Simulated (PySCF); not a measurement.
A compound of formula C21H24 has these computed shifts in ppm, with the number of atoms in brackets (GIAO KT3/pcSseg-1, gas phase, PySCF SCF with an in-house response code, fitting set def2-universal-JFIT, grid level 2, non-relativistic, geometry: GFN2-xTB; 13C, 1H against isolated TMS).

1H: 7.08 (1), 6.95 (1), 6.79 (2), 6.68 (2), 6.57 (1), 6.32 (1), 5.52 (1), 5.28 (1), 2.87 (2), 2.86 (2), 2.41 (2), 2.27 (2), 2.24 (2), 1.73 (2), 1.58 (2)
13C: 134.2 (1), 134.2 (1), 133.1 (1), 132.7 (1), 130.0 (1), 129.5 (1), 126.5 (1), 125.0 (2), 123.9 (1), 122.4 (2), 121.8 (1), 109.3 (1), 42.1 (1), 41.4 (1), 40.7 (1), 38.5 (1), 36.0 (1), 35.9 (1), 31.6 (1)

(1) Which structure gave them?

Answers

(1) C=Cc1cc2ccc1CCCCc1ccc(cc1)CCC2. Other isomers were not compared.
